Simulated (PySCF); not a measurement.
Computed shifts of a molecule ClH5OSi2, B3LYP/pcSseg-1 (PySCF), GIAO, gas phase, atoms alike by connectivity averaged where their shifts nearly agree, in ppm (number of nuclei): ²⁹Si: 14.0 (1), -102.5 (1). ¹H: 6.16 (1), 3.70 (3), 2.43 (1). References: ¹⁷O against H2O (σ = 333.8 ppm); ²⁹Si against TMS (σ = 338.7 ppm); ³⁵Cl against HCl (σ = 933.3 ppm); ¹H against TMS (σ = 31.68 ppm), references at their B3LYP-D3(BJ)/def2-TZVP geometries, non-relativistic (without spin–orbit terms, shifts of atoms bonded to Cl or Br come out too high). Geometry optimised at B3LYP-D3(BJ)/def2-SVP. The values are those of a single conformer.

Question: Identify the compound among the candidates.
A) O[Si@@H]([SiH3])Cl
B) [SiH3]O[SiH2]Cl
C) O[SiH2][SiH2]Cl

Answer: A, O[Si@@H]([SiH3])Cl
